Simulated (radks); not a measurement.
Question: Neutral technetium, [Kr] 4d5 5s2. All-electron calculation, non-relativistic Kohn-Sham, exchange-only PBE, spin-polarised, spherical densities, point nucleus. Program: a radial shooting solver on a logarithmic mesh with Libxc functionals. Every spin shell is full or empty, so the densities are truly spherical. Functionals are evaluated on that one density, not self-consistently. Rank these exchange functionals by their error against the exact value of the orbitals, and give that value: LDA, PBE, revPBE, RPBE, OPTX, SOGGA, SCAN, MS2, MVS.

Answer: Exact: -124.246 hartree. From best to worst, with 100 (|E| - |E exact|)/|E exact| (equal figures are ties): MVS +0.05, RPBE -0.18, SCAN +0.22, revPBE -0.24, PBE -0.40, MS2 -0.50, OPTX +1.08, SOGGA -2.38, LDA -5.14.
